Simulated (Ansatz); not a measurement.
Calculated with Ansatz (gas phase, PBE0-D4/def2-TZVP geometries, no zero-point term in ΔE). CCSD(T)/CBS is the MP2 limit (def2-TZVPP, def2-QZVPP) plus CCSD(T) − MP2 in def2-TZVPP, frozen cores. DFT in def2-TZVPP. B3LYP here is the variant with VWN-RPA as its local correlation; programs differ in this. Each species was taken in one conformer, which may not be the lowest.

Consider the redistribution: `[F][AlH][SiH2]Cl` + `C=CN([SiH3])C=O` → `C=CN([SiH3])[SiH2]Cl` + `O=[CH][AlH][F]`.

`[F][AlH][SiH2]Cl`:

Z-matrix (Å, degrees):
```
Si
Al 1 2.455
Cl 1 2.073 2 107.8
H 1 1.487 2 113.3 3 -118.6
H 1 1.488 2 113.3 3 118.6
F 2 1.652 1 116.0 3 -179.6
H 2 1.578 1 126.4 3 0.3
```

`C=CN([SiH3])C=O`:

```xyz
13

C    -1.304    0.282   -1.490
C    -0.101    0.621   -1.037
N     0.472    0.150    0.151
Si   -0.388   -0.981    1.192
C     1.736    0.606    0.476
O     2.385    1.377   -0.182
H    -1.660    0.700   -2.421
H    -1.967   -0.403   -0.974
H     0.541    1.309   -1.573
H     0.521   -1.245    2.330
H    -1.657   -0.371    1.657
H    -0.681   -2.227    0.446
H     2.103    0.182    1.426
```

`C=CN([SiH3])[SiH2]Cl`:

Z-matrix (Å, degrees):
```
Si
N 1 1.752
H 1 1.485 2 105.3
H 1 1.483 2 111.6 3 118.8
H 1 1.483 2 111.6 3 -118.8
C 2 1.400 1 119.6 3 0.1
Si 2 1.733 1 123.5 3 -180.0
C 6 1.333 2 126.6 1 179.8
H 6 1.087 2 114.3 1 -0.2
Cl 7 2.054 2 106.6 1 0.1
H 7 1.480 2 111.6 1 117.9
H 7 1.480 2 111.6 1 -117.7
H 8 1.085 6 123.7 2 -0.0
H 8 1.081 6 119.6 2 180.0
```

`O=[CH][AlH][F]`:

```xyz
6

O    -1.396    0.136    1.327
C    -0.226   -0.016    1.055
Al    0.221    0.010   -0.909
F     1.793   -0.191   -1.366
H     0.503   -0.156    1.890
H    -0.894    0.216   -1.997
```

(1) Is it downhill or uphill in electronic energy at CCSD(T)/CBS, and by how much? (Estimate.)

(2) What do these levels give: r2SCAN-D4, B3LYP, SCS-MP2/def2-QZVPP, HF/CBS(def2), MP2/CBS(def2), CCSD/CBS(def2)? (Estimate.)

Largest T1 diagnostic among the species: 0.015.

## Answers

(1) Ansatz gave: Uphill: ΔE = +4.6 kJ/mol.

(2) Computed: r2SCAN-D4 24.7, B3LYP 20.9, SCS-MP2/def2-QZVPP -3.1, HF/CBS(def2) 10.1, MP2/CBS(def2) -1.6, CCSD/CBS(def2) 3.6 kJ/mol.

The D4 term adds −8.2 kJ/mol with B3LYP and −4.5 kJ/mol with PBE0; it sums over pairs of atoms, weighted by their polarisabilities, and B3LYP, whose exchange is more repulsive, gets the larger term. In def2-TZVPP, CCSD(T) changes the Hartree–Fock value by −5.4 kJ/mol (the triples alone add +1.0 kJ/mol) and MP2 by −11.7 kJ/mol. From PBE to PBE0 (25 % exact exchange), in def2-TZVPP and without D4, ΔE moves by −4.9 kJ/mol.
